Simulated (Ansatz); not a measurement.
CAuO (SMILES [O+]#[C-]->[Au+]), charge +1, singlet, at a GFN2-xTB geometry (such geometries of metal compounds can be far from the true shape) (the multiplicity is a formal guess) (core potentials on Au); B3LYP/def2-SV(P) in Ansatz (a program for electronic structure).

Ansatz was given this input:
Ansatz 0.2 input:
```yaml
crystal:
  periodic: [false, false, false]
  atoms:
    - {symbol: Au, position_ang: [-0.00000000, -0.00000000, -0.37575670]}
    - {symbol: O, position_ang: [0.00000000, 0.00000000, 2.59477289]}
    - {symbol: C, position_ang: [0.00000000, 0.00000000, 1.48776598]}
basis:
  gaussian:
    orbitals: def2-SV_P_.json
hamiltonian:
  xc: b3lyp
total_charge: 1
```
The basis file holds def2-SV(P) in the JSON format of the Basis Set Exchange.

Problem. Predict the main parts of the log of this Ansatz run.

Solution. 
```
Functional definition: B3LYP
616 factors; integrals over basis functions are off by at most 7.6e-4 eV
mean field evaluation 1: about -6761.5269 eV, gradient 5.7e1 eV
mean field evaluation 2: about -6747.8700 eV, gradient 1.0e2 eV
mean field evaluation 4: about -6767.6285 eV, gradient 3.4e0 eV
mean field evaluation 8: about -6767.6541 eV, gradient 3.1e-1 eV
mean field -6767.65432443 eV, -248.7067091421 hartree, gradient 5.2e-5 eV, S^2 0.000000; 0 other end points of the search recorded, 0 dependent functions left out
reference -6767.65450823 eV, -248.7067158966 hartree; 16, 16 occupied and 37, 37 virtual orbitals, 616 factors
Total energy: -6767.65450823 eV, -248.7067158966 hartree
```
